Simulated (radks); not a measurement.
Problem. Sc12+, configuration 1s1 2s2 2p6 (not the ground configuration). Method: non-relativistic Kohn-Sham, PBE, spin-polarised, spherical densities, point nucleus; open shells are filled with parallel spins first; computed with a radial shooting solver on a logarithmic mesh with Libxc functionals. Some entries of the table are withheld. Estimate them.

orbital,occ.,eigenvalue (hartree),<r^2> (bohr^2)
1s up,1,-182.2321,0.006992
1s down,0,-178.5245,0.007147
2s up,1,(1),(2)
2s down,1,(3),(4)
2p up,3,-27.61609,(5)
2p down,3,-27.47293,(6)

Solution. 
(1) 2s up eigenvalue (hartree): -30.16922
(2) 2s up <r^2> (bohr^2): 0.1264
(3) 2s down eigenvalue (hartree): -29.95911
(4) 2s down <r^2> (bohr^2): 0.1279
(5) 2p up <r^2> (bohr^2): 0.09968
(6) 2p down <r^2> (bohr^2): 0.1008
